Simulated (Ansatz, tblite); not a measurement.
Spin states of Si2Pt⁺, each relaxed with B3LYP-D4/def2-TZVP in Ansatz. Electronic energies in the gas phase.

In the def2 sets Pt takes a core potential; there is no spin–orbit coupling. The xTB rows come from tblite. B3LYP takes the VWN-RPA correlation. Correlated methods freeze 10 core orbitals; core or outer-core shells of Pt are correlated, in sets that lack core-valence functions. In CCSD on the charge 1 quartet the largest single amplitude is 0.32, so its Hartree–Fock determinant may place the open shell otherwise than the density functionals do. The structure comes from a short search, and lower isomers may exist.

Doublet geometry (C2v within 0.1 Å):

```csv
atom,x (Å),y (Å),z (Å)
Pt1,-1.184,0.238,-0.243
Si2,0.298,-1.311,0.386
Si3,0.886,1.073,-0.143
```

Quartet geometry (C2v within 0.1 Å):

```tsv
atom	x (Å)	y (Å)	z (Å)
Pt1	0.944	0.353	0.834
Si2	-1.066	0.850	-0.179
Si3	0.122	-1.203	-0.655
```

Run but left out: HF/def2-TZVP, HF/def2-TZVPP (quartet: a determinant that CCSD turns far, T1 0.058); MP2/def2-TZVP, MP2/def2-TZVPP (doublet: ⟨S²⟩ 0.93 to 0.95, where a pure state has 0.75).

Only these spin states were relaxed.

```
                 level  quartet − doublet (kJ/mol)  lowest of these                                                              remarks
              GFN1-xTB                       167.0          doublet                                                                    –
              GFN2-xTB                       142.8          doublet                                                                    –
      PBE-D4/def2-TZVP                       136.0          doublet                                                                    –
   r2SCAN-D4/def2-TZVP                       127.2          doublet                                                                    –
  r2SCANh-D4/def2-TZVP                       124.6          doublet                                                                    –
    B3LYP-D4/def2-TZVP                       137.8          doublet                                                                    –
     PBE0-D4/def2-TZVP                       125.8          doublet                                                                    –
CAM-B3LYP-D4/def2-TZVP                       135.7          doublet                                                                    –
     ωB97X-V/def2-TZVP                       137.5          doublet                                                                    –
      B2PLYP/def2-TZVP                       156.4          doublet                                                                    –
     RPA@PBE/def2-TZVP                       137.4          doublet                                                                    –
       CCSD/def2-TZVPP                       139.4          doublet  large T1 (0.058) (quartet), spin-contaminated (⟨S²⟩ 0.95) (doublet)
    CCSD(T)/def2-TZVPP                       151.5          doublet  large T1 (0.058) (quartet), spin-contaminated (⟨S²⟩ 0.95) (doublet)
```

```csv
state,donor atoms,mean metal–ligand distance (Å),range (Å),Mulliken spin on the metal (PBE0)
doublet,2,2.234,2.23–2.23,0.15
quartet,2,2.304,2.30–2.30,0.93
```

⟨S²⟩ at PBE0-D4/def2-TZVP: doublet 0.76 (pure 0.75), quartet 3.76 (pure 3.75). The unpaired electrons of the doublet sit mostly on the ligands.

Change of the quartet − doublet gap on mixing in exact exchange, in kJ/mol: PBE to PBE0 (25 % exact exchange) -10.1; r2SCAN to r2SCANh (10 % exact exchange) -2.6.

The xTB methods have no spin-polarisation term.
